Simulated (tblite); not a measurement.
C4H12GeO4, charge -1, doublet, at a GFN2-xTB geometry (a state made from the parent by changing its charge; the spin is typed, not shown lowest); tblite with IPEA1-xTB.

The tblite input:
```
$ tblite run mol.xyz --method ipea1 --charge -1 --spin 1 --json tblite.json --no-restart

# file mol.xyz
21

C     -2.06491729    -2.04078407    -1.10590485
O     -1.08205652    -1.23177189    -1.61789232
Ge     0.30825601    -0.26860871    -0.30348070
O     -0.32070817     1.56639447    -0.47072555
C     -1.64474074     1.80675814    -0.80174900
O     -0.57514970    -0.78576013     1.35270534
C     -0.13626100    -0.25482545     2.55516056
O      2.24319209     0.21997936     0.47474435
C      2.65288809     1.52843695     0.52704253
H     -3.06333309    -1.63712416    -1.35142985
H     -2.00283432    -2.12280622    -0.01656641
H     -1.99312077    -3.05776868    -1.53015893
H     -2.27284069     1.89487224     0.09667007
H     -2.05970046     1.01124424    -1.42612172
H     -1.70458808     2.75425887    -1.35983278
H      0.93320940    -0.02964032     2.53516187
H     -0.67315663     0.67221652     2.80368968
H     -0.32272937    -0.98769113     3.35574427
H      3.58943185     1.66677209    -0.04142307
H      1.90259872     2.21014971     0.11524923
H      2.83883521     1.83274756     1.57244996
```

The log (banner, timings and long lists left out):

```
xTB calculator
 | screened Coulomb repulsion
 | Coulomb electrostatics
 |  * isotropic Klopman-Ohno-Mataga-Nishimoto electrostatics
 |  * onsite third-order electrostatics
 | DFT-D3(BJ) dispersion correction

halogen bonding energy    0.0000000000000E+00 Eh
repulsion energy          3.2576198428038E-01 Eh
dispersion energy        -8.0162590707311E-03 Eh
number of electrons       5.7000000000000E+01 e
integral cutoff           4.0000000000000E+01 bohr

------------------------------------------------------------
  cycle        total energy    energy error   density error
------------------------------------------------------------
      1     -37.33902560902  -3.7656771E+01   4.5944603E-01
      2     -37.58154329750  -2.4251769E-01   2.9198732E-01
      3     -37.16059430196   4.2094900E-01   2.2174085E-01
      4     -37.52442474230  -3.6383044E-01   1.1700971E-01
      5     -37.82182156440  -2.9739682E-01   1.5526210E-02
      6     -37.82226241653  -4.4085213E-04   9.8224415E-03
      7     -37.82246022324  -1.9780671E-04   5.1010206E-03
      8     -37.82268521513  -2.2499189E-04   7.2766706E-04
      9     -37.82268532854  -1.1341109E-07   4.4831645E-04
     10     -37.82268581146  -4.8291723E-07   1.4744520E-04
     11     -37.82268582437  -1.2906668E-08   1.8394559E-05
------------------------------------------------------------

electronic energy        -3.8140431549577E+01 Eh
total energy             -3.7822685824368E+01 Eh

Post processing:
 | Mayer-Wiberg bond orders

[Info] JSON dump of results written to 'tblite.json'
```
